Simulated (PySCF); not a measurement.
**Structure from NMR data**

Molecular formula: C$_{5}$H$_{11}$NO. Simulated spectra:

1H NMR (400 MHz, computed): δ 8.23 (d, 1H), 4.49 (br, 1H), 1.45 (s, 9H).

13C{1H} NMR (computed): δ 161.4 (CH), 52.0 (C), 29.4 (CH3).

Isolated molecule, no relativistic terms, a single conformation, rapidly exchanging positions averaged. Structure optimised with GFN2-xTB; GIAO PBE0/pcSseg-1 shieldings; PySCF 2.14.0 with density-fitted response routines.

References, each an isolated molecule treated in the same way: 1H (σref 31.72) and 13C (σref 186.93) against TMS.

Choose the structure that fits.
A. CO[C@H]1C[C@@H](N)C1
B. CN(C)CCC=O
C. CC(C)(C)NC=O
D. CC(=O)NC(C)C
E. CC(C)(C)C(N)=O

## Answers

C. 

- The formula gives 1 degree of unsaturation (no ring in the answer).
- 3 carbon signals for 5 carbons: some carbons are equivalent by symmetry or fast rotation.
- Carbon types of the structure: 1 × C, 1 × CH, 3 × CH3, leaving 1 H on heteroatoms.
- δC 161.4: amide carbonyl carbon; it is a carbonyl in resonance with an O or N lone pair, the region of acids, esters and amides.
- δC 52.0: fully substituted sp3 carbon bonded to N; the inductive effect lowers its shielding.
- δC 29.4: methyl carbon; a saturated carbon with 1 carbon neighbour and no heteroatom attached.
- δH 8.23: hydrogen on an amide carbonyl carbon.
- δH 4.49: hydrogen on an amide-type nitrogen; exchangeable; this is the value without hydrogen bonding to other molecules.

The others: CO[C@H]1C[C@@H](N)C1 would give 4 carbon signals, not 3; CN(C)CCC=O would give 4 carbon signals, not 3; CC(C)(C)C(N)=O would give 1 signal for carbon-bound and other non-exchanging H, not 2; CC(=O)NC(C)C would give 4 carbon signals, not 3.

Exchangeable OH/NH protons stand at their gas-phase positions; hydrogen bonding in a real sample shifts them, mostly to higher δ. Amide-type NH protons are broadened by 14N but still split neighbouring CH signals. Shifts are as computed. Against solution values, carbons near 30 ppm lie about +3 ppm off and those near 130 ppm about +5 ppm. Of 1211 compounds with measured shifts, 218 miss one by over three times the rms of a fit or turn the order of signals round; such compounds aren't used in these exercises. The C=O carbon of an acid or of an amide with N–H lies up to 10 ppm further downfield in solution, through hydrogen bonding that the calculation lacks. Multiplicities follow the n + 1 count of equivalent neighbours, as no J values were calculated; m marks all less simple cases, F and P coupling included.
